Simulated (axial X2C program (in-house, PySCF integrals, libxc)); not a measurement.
# Outer orbitals of HfN⁺ at 1.666 Å, PBE0

All values were computed with an axial X2C code built on PySCF integrals. Spin-free means the one-electron spin-free X2C Hamiltonian; two-component (2c) means X2C with spin–orbit coupling and atomic mean-field two-electron Coulomb and Gaunt terms, so the difference of the two also holds small scalar two-electron terms. Basis: Hf dyall-cv3z [13s14p9d7f4g], N dyall-av3z [7s7p3d2f] (cores contracted in-house); Gaussian nuclei, density fitting, unrestricted open shells. Masses: Hf 179.947 u, N 14.003 u.

The distance is close to the 2c PBE0 minimum; the highest filled and lowest empty levels are listed.

Spin-free orbitals, state M_S = 0, Λ = 0 (closed shell) (Löwdin shares):

```
symmetry  occupied  ε (eV)             atomic character
     φ-α       yes  -27.11                    100% Hf f
     φ+α       yes  -27.11                    100% Hf f
      σα       yes  -26.92             94% Hf f, 4% N s
     δ+α       yes  -26.84                    100% Hf f
     δ-α       yes  -26.84                    100% Hf f
     π+α       yes  -26.72                    100% Hf f
     π-α       yes  -26.72                    100% Hf f
      σα       yes  -23.32   57% N s, 17% Hf d, 9% Hf f
     π-α       yes  -13.20   54% N p, 39% Hf d, 2% Hf f
     π+α       yes  -13.20   54% N p, 39% Hf d, 2% Hf f
      σα       yes  -12.35   55% N p, 28% Hf d, 7% Hf p
      σα        no   -9.30  57% Hf s, 13% N p, 13% Hf d
     δ+α        no   -7.88     94% Hf d, 3% N d, 2% N f
     δ-α        no   -7.88     94% Hf d, 3% N d, 2% N f
     π+α        no   -6.21  54% Hf p, 28% Hf d, 14% N p
     π-α        no   -6.21  54% Hf p, 28% Hf d, 14% N p
```

One partner of each degenerate Kramers or spin pair is listed.

Spinors with spin–orbit coupling (state Ω = 0):

| ω | occupied | ε (eV) | atomic character | λ mixture |
| --- | --- | --- | --- | --- |
| 5/2 | yes | -28.10 | 100% Hf f | 89% φ, 11% δ |
| 3/2 | yes | -27.83 | 100% Hf f | 74% δ, 26% π |
| 1/2 | yes | -27.81 | 98% Hf f | 52% π, 48% σ |
| 7/2 | yes | -26.48 | 100% Hf f | 100% φ |
| 5/2 | yes | -26.23 | 100% Hf f | 89% δ, 11% φ |
| 1/2 | yes | -26.22 | 95% Hf f, 3% N s | 52% σ, 48% π |
| 3/2 | yes | -26.11 | 100% Hf f | 74% π, 26% δ |
| 1/2 | yes | -23.31 | 56% N s, 17% Hf d, 10% Hf f | 99% σ, 1% π |
| 1/2 | yes | -13.28 | 54% N p, 39% Hf d, 2% Hf f | 98% π, 2% σ |
| 3/2 | yes | -13.17 | 54% N p, 39% Hf d, 2% Hf f | 100% π |
| 1/2 | yes | -12.36 | 55% N p, 28% Hf d, 7% Hf p | 99% σ, 1% π |
| 1/2 | no | -9.30 | 57% Hf s, 13% N p, 13% Hf d | 100% σ |
| 3/2 | no | -8.06 | 94% Hf d, 3% N d, 2% N f | 100% δ |
| 5/2 | no | -7.73 | 94% Hf d, 4% N d, 2% N f | 100% δ |
| 1/2 | no | -6.46 | 54% Hf p, 28% Hf d, 14% N p | 94% π, 6% σ |

One partner of each degenerate Kramers or spin pair is listed.

Mulliken charges and populations of the two-component result (they depend on the basis, above all on diffuse functions):

Hf 1.52 e (s 10.04 p 24.03 d 22.38 f 14.03), N -0.52 e (s 3.87 p 3.56 d 0.09 f 0.01).

One determinant describes the state; a PBE0 search over occupations chose it and may have missed a lower one.
